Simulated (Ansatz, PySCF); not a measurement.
Dimer: CH4 (SMILES C) (first 5 atoms) with Si2H6 (SMILES [SiH3][SiH3]); geometry from B3LYP-D3(BJ)/def2-TZVP.
(charge 0, multiplicity 1):
| atom | x (Å) | y (Å) | z (Å) |
|---|---|---|---|
| C | 0.0554 | -0.1260 | 0.0464 |
| H | -0.3725 | -1.0483 | 0.4367 |
| H | -0.5348 | 0.7218 | 0.3915 |
| H | 1.0800 | -0.0225 | 0.3998 |
| H | 0.0467 | -0.1546 | -1.0423 |
| Si | 1.0589 | 0.4535 | 4.1645 |
| Si | -1.1266 | -0.2962 | 3.7682 |
| H | 1.7872 | -0.5248 | 5.0091 |
| H | 1.0294 | 1.7572 | 4.8717 |
| H | 1.7986 | 0.6227 | 2.8915 |
| H | -1.1098 | -1.6077 | 3.0771 |
| H | -1.8669 | 0.6758 | 2.9288 |
| H | -1.8453 | -0.4512 | 5.0569 |

Basis-set superposition error: the interaction energy with monomers in their own basis, and in the dimer's basis (counterpoise).

Codes used: Ansatz (Gaussian orbitals); PySCF for 6-31G* rows. 

```tsv
level	uncorrected (meV)	counterpoise (meV)	difference
PBE/def2-TZVPPD	-6.5	-4.6	1.9
BLYP/def2-TZVPPD	48.3	50.8	2.5
revPBE/def2-TZVPPD	43.4	45.2	1.8
r2SCAN/def2-TZVPPD	-15.4	-13.7	1.7
CAM-B3LYP/def2-TZVPPD	3.6	5.8	2.2
wB97X-V/def2-TZVPPD	-44.6	-42.8	1.8
wB97M-V/def2-TZVPPD	-41.8	-39.5	2.3
MP2/6-31G*	-22.4	6.8	29.2
SCS-MP2/aug-cc-pV(D+d)Z	-56.8	-15.1	41.7
CCSD/aug-cc-pV(D+d)Z	-62.2	-24.0	38.2
```

The error is largest for SCS-MP2/aug-cc-pV(D+d)Z (41.7 meV) and smallest for r2SCAN/def2-TZVPPD (1.7 meV).

Ansatz is a program for electronic structure.
